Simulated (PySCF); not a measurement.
# Electron correlation in Tl (thallium, neutral)

[Xe] 4f14 5d10 6s1 6p2, high-spin 4P determinant (an excited configuration). Computed with PySCF 2.14 in x2c-TZVPPall, with scalar relativity by spin-free X2C-1e. Frozen: [Kr] 4d10 4f14; 21 electrons correlated.

```
  level  correlation energy (mhartree)
   CCSD                        -406.79
    (T)                          -8.11
CCSD(T)                        -414.90
```

Diagnostics: T1 = 0.0085, D1 = 0.0337, largest double amplitude 0.047.

Problem. Is a single reference adequate?

Solution. Yes, within this model without spin-orbit coupling: T1 lies below 0.03 and no double amplitude reaches 0.07.

This basis was not built for core-valence correlation, so the inner-shell part is incomplete.

Spin-orbit coupling is strong in this species, so the high-spin LS determinant is a model state.
